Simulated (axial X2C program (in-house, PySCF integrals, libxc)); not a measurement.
Outer orbitals of MoH at 1.719 Å, PBE0

Calculated with an in-house all-electron X2C program for linear molecules (integrals from PySCF). Spin-free means the one-electron spin-free X2C Hamiltonian; two-component (2c) means X2C with spin–orbit coupling and atomic mean-field two-electron Coulomb and Gaunt terms, so the difference of the two also holds small scalar two-electron terms. Basis: Mo dyall-cv3z [11s12p9d5f3g], H dyall-v3z [6s2p1d] (cores contracted in-house); Gaussian nuclei, density fitting, unrestricted open shells. Masses: Mo 97.905 u, H 1.008 u.

The distance is close to the 2c PBE0 minimum; the highest filled and lowest empty levels are listed.

Spin-free orbitals, state M_S = 5/2, Λ = 0 (beyond evenly filled blocks: σα, π+α, π-α, δ+α, δ-α) (Löwdin shares):

```json
{"symmetry": "σα", "occupied": "yes", "ε (eV)": "-8.25", "atomic character": "44% H s, 39% Mo d, 11% Mo s"}
{"symmetry": "σβ", "occupied": "yes", "ε (eV)": "-7.83", "atomic character": "56% H s, 22% Mo d, 13% Mo s"}
{"symmetry": "π+α", "occupied": "yes", "ε (eV)": "-6.21", "atomic character": "97% Mo d, 2% H p"}
{"symmetry": "π-α", "occupied": "yes", "ε (eV)": "-6.21", "atomic character": "97% Mo d, 2% H p"}
{"symmetry": "δ-α", "occupied": "yes", "ε (eV)": "-6.15", "atomic character": "100% Mo d"}
{"symmetry": "δ+α", "occupied": "yes", "ε (eV)": "-6.15", "atomic character": "100% Mo d"}
{"symmetry": "σα", "occupied": "yes", "ε (eV)": "-5.53", "atomic character": "56% Mo s, 35% Mo d, 8% H s"}
{"symmetry": "σα", "occupied": "no", "ε (eV)": "-1.75", "atomic character": "63% Mo p, 15% Mo d, 11% Mo s"}
{"symmetry": "σβ", "occupied": "no", "ε (eV)": "-1.25", "atomic character": "68% Mo s, 16% Mo d, 11% Mo p"}
{"symmetry": "π+α", "occupied": "no", "ε (eV)": "-0.80", "atomic character": "98% Mo p"}
{"symmetry": "π-α", "occupied": "no", "ε (eV)": "-0.80", "atomic character": "98% Mo p"}
```

Spinors with spin–orbit coupling (state Ω = 5/2):

```json
{"ω": "1/2", "occupied": "yes", "ε (eV)": "-8.25", "atomic character": "44% H s, 39% Mo d, 11% Mo s", "λ mixture": "100% σ"}
{"ω": "-1/2", "occupied": "yes", "ε (eV)": "-7.83", "atomic character": "56% H s, 22% Mo d, 13% Mo s", "λ mixture": "100% σ"}
{"ω": "-1/2", "occupied": "yes", "ε (eV)": "-6.25", "atomic character": "97% Mo d, 2% H p", "λ mixture": "100% π"}
{"ω": "-3/2", "occupied": "yes", "ε (eV)": "-6.24", "atomic character": "100% Mo d", "λ mixture": "100% δ"}
{"ω": "3/2", "occupied": "yes", "ε (eV)": "-6.17", "atomic character": "97% Mo d, 2% H p", "λ mixture": "100% π"}
{"ω": "5/2", "occupied": "yes", "ε (eV)": "-6.07", "atomic character": "100% Mo d", "λ mixture": "100% δ"}
{"ω": "1/2", "occupied": "yes", "ε (eV)": "-5.53", "atomic character": "56% Mo s, 35% Mo d, 8% H s", "λ mixture": "100% σ"}
{"ω": "1/2", "occupied": "no", "ε (eV)": "-1.75", "atomic character": "63% Mo p, 15% Mo d, 11% Mo s", "λ mixture": "100% σ"}
{"ω": "-1/2", "occupied": "no", "ε (eV)": "-1.25", "atomic character": "68% Mo s, 16% Mo d, 12% Mo p", "λ mixture": "100% σ"}
{"ω": "-1/2", "occupied": "no", "ε (eV)": "-0.83", "atomic character": "98% Mo p", "λ mixture": "99% π, 1% σ"}
{"ω": "3/2", "occupied": "no", "ε (eV)": "-0.77", "atomic character": "98% Mo p", "λ mixture": "100% π"}
```

Mulliken charges and populations of the two-component result (they depend on the basis, above all on diffuse functions):

Mo 0.22 e (s 8.85 p 18.04 d 14.89 f 0.01), H -0.22 e (s 1.19 p 0.03). ⟨Lz⟩ = 0.00 ħ and ⟨Sz⟩ = 2.50 ħ (2.59 and -0.09 on the two atoms), which add up to Ω.

The state is a single determinant with fixed occupations, the lowest that a limited PBE0 search found. Density functionals use the spin component along the axis (collinear). With several unpaired electrons one determinant need not be a pure state. This is the top spin component of a Σ state; components of lower Ω are not single determinants and can lie lower.
